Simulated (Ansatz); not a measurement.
Reactions of C₂H₇BrSi, SMILES `CC([SiH3])Br`.

Isolated molecules relaxed with PBE0-D4/def2-TZVP in Ansatz; ΔE leaves out vibrations. CBS: MP2 limit from def2 TZ/QZ plus the TZ coupled-cluster correction, frozen cores. This one scheme is used for every species, atoms too. For atomizations the MP2-based limit and the directly extrapolated one differ by several kJ/mol either way, and by 10 to 25 for some Ge, Se and Sn compounds, so smaller differences from it don't rank the levels. Functionals use def2-TZVPP. No spin–orbit coupling; open shells (•) take unrestricted orbitals. Spin–orbit coupling would lower the free atoms: a little for C, Si; clearly for Br. Elements past krypton have def2 core potentials. Bonds to Br, Ga, Te are less sure, by a few kJ/mol each and by 10 to 20 or more in all where they break to atoms, as the def2 sets lack core-valence functions. Scalar relativity is left out up to krypton. One conformer a species, not always the lowest.

```tsv
reaction	CCSD(T)/CBS(def2) (kcal/mol)
`CC([SiH3])Br` + H₂Te → `CC(Br)[TeH]` + SiH₄	?
`CC([SiH3])Br` → `C[SiH](C)Br`	-49.9
`CC([SiH3])Br` + `[OH][Ga]([F])[Cl]` → `[F][Ga]([Cl])[O][SiH3]` + `CCBr`	-25.3
`CC([SiH3])Br` + H₂Te → `[SiH3][TeH]` + `CCBr`	?
`CC([SiH3])Br` + `OC(O)[SiH3]` → `OC(O)([SiH3])[SiH3]` + `CCBr`	5.9
`CC([SiH3])Br` + H₂Te → `CC([SiH3])[TeH]` + HBr	-5.3
`CC([SiH3])Br` → Br• + 2 C• + 7 H• + Si•	?
`CC([SiH3])Br` + H₂ → `CC[SiH3]` + HBr	-15.4
`CC([SiH3])Br` + `BBC` → `BBC[SiH3]` + `CCBr`	-5.0
`CC([SiH3])Br` → `CCBr` + `[SiH2]`	54.4
```

(1) Fill in the missing values. (An estimate is asked.)

Largest T1 diagnostic: 0.014, for `[SiH2]`.

Answers

(1) Ansatz gave: `CC([SiH3])Br` + H₂Te → `CC(Br)[TeH]` + SiH₄: +6.5 kcal/mol; `CC([SiH3])Br` + H₂Te → `[SiH3][TeH]` + `CCBr`: -16.4 kcal/mol; `CC([SiH3])Br` → Br• + 2 C• + 7 H• + Si•: +891.1 kcal/mol.
